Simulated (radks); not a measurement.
The numbers below are computed, except where a source is named.
Q: The mean radii <r> (bohr) of the occupied orbitals of an atom or ion are listed with their occupations. Code: a radial shooting solver on a logarithmic mesh with Libxc functionals. Model: scalar-relativistic Kohn-Sham, PBEsol, spin-polarised, spherical densities, finite nucleus; Fermi nuclear charge, rms radius of each element as measured or else 0.836 A^(1/3) + 0.57 fm.

orbital  occ.      <r>
1s up       1  0.01835
1s down     1  0.01835
2s up       1  0.07760
2s down     1  0.07760
2p up       3  0.06945
2p down     3  0.06945
3s up       1   0.2012
3s down     1   0.2012
3p up       3   0.2014
3p down     3   0.2014
3d up       5   0.1824
3d down     5   0.1824
4s up       1   0.4489
4s down     1   0.4490
4p up       3   0.4769
4p down     3   0.4770
4d up       5   0.5089
4d down     5   0.5089
5s up       1    1.048
5s down     1    1.045
5p up       3    1.210
5p down     3    1.206
4f up       7   0.5896
4f down     6   0.5882
5d up       3    1.715
6s up       1    2.683
6s down     1    2.755
6p up       1    3.403

Name the element and its charge. Open shells, if any, are filled with parallel spins first.

A: Z = 74, tungsten, charge +1: W+ in [Xe] 4f13 5d3 6s2 6p1. The 1s radius gives Z: for a bare nucleus <r> = (2 gamma + 1)/(2Z) with gamma = sqrt(1 - (Z/c)^2), 0.01813 bohr for Z = 74, and screening makes it slightly larger (0.01835 here). The occupations add up to 73, and the charge is Z minus that.
